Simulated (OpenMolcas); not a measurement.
# A ladder of methods for C2H5AlN2 (SMILES C#[C][Al]([NH2])[NH2])

C2H5AlN2 has 10 atoms, charge 0, and is taken as a singlet. As SMILES, `C#[C][Al]([NH2])[NH2]`. The coordinates come from a PBE0-D4/def2-TZVP relaxation.

```xyz
10

C    -2.3681    1.2211    0.8733
C    -1.3459    0.6936    0.4978
Al    0.2657   -0.1380   -0.0942
N     0.2476   -1.8611   -0.4670
N     1.7224    0.8429   -0.2499
H    -3.2691    1.6860    1.2042
H     1.0274   -2.4108   -0.7859
H    -0.5748   -2.4352   -0.3837
H     1.7500    1.8271   -0.0413
H     2.6277    0.5234   -0.5503
```

Each level gives the energy change with the N4–H7 bond stretched from 1.006 to 2.213 Å (eV). The values are calculated.

```json
{"level": "BLYP/def2-SVP (restricted)", "kind": "GGA", "program": "OpenMolcas", "value (eV)": "4.92", "CPU time (all runs)": "62 s"}
{"level": "PBE/def2-SVP (restricted)", "kind": "GGA", "program": "OpenMolcas", "value (eV)": "5.10", "CPU time (all runs)": "65 s"}
{"level": "revPBE/def2-SVP (restricted)", "kind": "GGA", "program": "OpenMolcas", "value (eV)": "5.05", "CPU time (all runs)": "64 s"}
{"level": "r2SCAN/def2-SVP (restricted)", "kind": "meta-GGA", "program": "OpenMolcas", "value (eV)": "5.42", "CPU time (all runs)": "78 s"}
{"level": "B3LYP/def2-SVP (restricted)", "kind": "global hybrid", "program": "OpenMolcas", "value (eV)": "5.41", "CPU time (all runs)": "52 s"}
{"level": "BHLYP/def2-SVP (restricted)", "kind": "global hybrid", "program": "OpenMolcas", "value (eV)": "6.01", "CPU time (all runs)": "47 s"}
{"level": "PBE0/def2-SVP (restricted)", "kind": "global hybrid", "program": "OpenMolcas", "value (eV)": "5.66", "CPU time (all runs)": "49 s"}
{"level": "MP2/def2-SVP (restricted)", "kind": "perturbation theory", "program": "OpenMolcas", "value (eV)": "5.61", "CPU time (all runs)": "17 s"}
```

The first shape isn't each level's own minimum. The values span 4.92 to 6.01 eV. Times are those of the runs behind each value, whatever else they computed, on shared processors of several kinds: orders of magnitude only.
